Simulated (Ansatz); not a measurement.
B6H⁺. Total charge 1; singlet. Geometry PBE0-D4/def2-SVP, basis def2-TZVP, Ansatz.

```tsv
atom	x (Å)	y (Å)	z (Å)
B1	0.3055	-0.3022	1.7825
B2	-0.7475	0.2490	-0.9567
B3	-1.2716	0.1231	0.5402
B4	0.7266	0.1035	-1.5198
B5	-1.2278	-0.1210	2.0878
B6	0.5012	-0.0966	0.2494
H7	1.7137	0.0442	-2.1834
```

| run | HOMO (eV) | LUMO (eV) |
| --- | --- | --- |
| A | -12.94 | -10.52 |
| B | -15.64 | -8.09 |
| C | -12.29 | -10.72 |
| D | -12.64 | -11.25 |
| E | -12.63 | -10.86 |
| F | -12.50 | -11.02 |

LC-ωPBE has ω = 0.4 bohr⁻¹. HSE06 is defined as in plane-wave codes, on full-range PBE exchange. The structure comes from a short search, and lower isomers may exist.

**Question.** The runs used BLYP, HSE06, LC-ωPBE, LDA (SPW92), PBE, r2SCAN. Estimate which is which.

**Answer.** A HSE06 (range-separated); B LC-ωPBE (range-separated); C BLYP (0 % exact exchange); D LDA (SPW92) (0 % exact exchange); E r2SCAN (0 % exact exchange); F PBE (0 % exact exchange). Exact exchange lowers occupied and raises empty levels; among semilocal functionals meta-GGAs tend to open the gap a little, and such runs are hard to tell apart. The gap grows from 1.39 eV (LDA (SPW92)) to 7.55 eV (LC-ωPBE). The restricted singlet is unstable towards broken spin symmetry in Hartree–Fock (as tested in another run); at HSE06-D4/def2-TZVP, LC-ωPBE/def2-TZVP, BLYP-D4/def2-TZVP, LDA (SPW92)/def2-TZVP and others this wasn't settled.
